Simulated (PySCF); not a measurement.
C2H4N, SMILES CC#[NH+], charge +1.

Coordinates come from a B3LYP-D3(BJ)/def2-TZVP optimisation. The isomer is the one that the SMILES or the coordinates give; other isomers of the formula were not compared.

Calculation: TDA-PBE/def2-SVPD (PySCF).

Vertical excitations; the highest root listed may be one member of a degenerate set.  State labels are in the subgroup Cs.

Q: List the lowest excited states. (The exact figures need the calculation; the answer reports its results.)

A: 
```json
[
 {"state": "S1", "symmetry": "A\"", "energy (eV)": "7.92", "λ (nm)": "157", "f": "0.000", "main pairs": "HOMO→LUMO 50 %, HOMO−1→LUMO+1 50 %"},
 {"state": "S2", "symmetry": "A'", "energy (eV)": "8.19", "λ (nm)": "151", "f": "0.005", "main pairs": "HOMO−1→LUMO, HOMO→LUMO+1 (degenerate set)"},
 {"state": "S3", "symmetry": "A\"", "energy (eV)": "8.19", "λ (nm)": "151", "f": "0.005", "main pairs": "HOMO−1→LUMO+1, HOMO→LUMO (degenerate set)"},
 {"state": "S4", "symmetry": "A\"", "energy (eV)": "9.96", "λ (nm)": "125", "f": "0.000", "main pairs": "HOMO−3→LUMO+1 50 %, HOMO−2→LUMO 50 %"},
 {"state": "S5", "symmetry": "A'", "energy (eV)": "10.20", "λ (nm)": "122", "f": "0.002", "main pairs": "HOMO−3→LUMO, HOMO−2→LUMO+1 (degenerate set)"},
 {"state": "S6", "symmetry": "A\"", "energy (eV)": "10.20", "λ (nm)": "122", "f": "0.002", "main pairs": "HOMO−2→LUMO, HOMO−3→LUMO+1 (degenerate set)"},
 {"state": "S7", "symmetry": "A'", "energy (eV)": "10.35", "λ (nm)": "120", "f": "0.798", "main pairs": "HOMO→LUMO+1 31 %, HOMO−1→LUMO 31 %, HOMO−2→LUMO+1 15 %, HOMO−3→LUMO 15 %"},
 {"state": "S8", "symmetry": "A\"", "energy (eV)": "10.80", "λ (nm)": "115", "f": "0.002", "main pairs": "HOMO→LUMO+2 (degenerate set)"},
 {"state": "S9", "symmetry": "A'", "energy (eV)": "10.80", "λ (nm)": "115", "f": "0.002", "main pairs": "HOMO−1→LUMO+2 (degenerate set)"},
 {"state": "S10", "symmetry": "A\"", "energy (eV)": "11.32", "λ (nm)": "110", "f": "0.015", "main pairs": "HOMO−4→LUMO+1 88 %"},
 {"state": "T1", "symmetry": "A'", "energy (eV)": "6.86", "λ (nm)": "181", "f": "0", "main pairs": "HOMO→LUMO+1 45 %, HOMO−1→LUMO 45 %"},
 {"state": "T2", "symmetry": "A'", "energy (eV)": "7.30", "λ (nm)": "170", "f": "0", "main pairs": "HOMO−1→LUMO, HOMO→LUMO+1 (degenerate set)"},
 {"state": "T3", "symmetry": "A\"", "energy (eV)": "7.30", "λ (nm)": "170", "f": "0", "main pairs": "HOMO→LUMO, HOMO−1→LUMO+1 (degenerate set)"},
 {"state": "T4", "symmetry": "A\"", "energy (eV)": "7.91", "λ (nm)": "157", "f": "0", "main pairs": "HOMO−1→LUMO+1 50 %, HOMO→LUMO 50 %"}
]
```
Triplets are in the Tamm–Dancoff approximation.
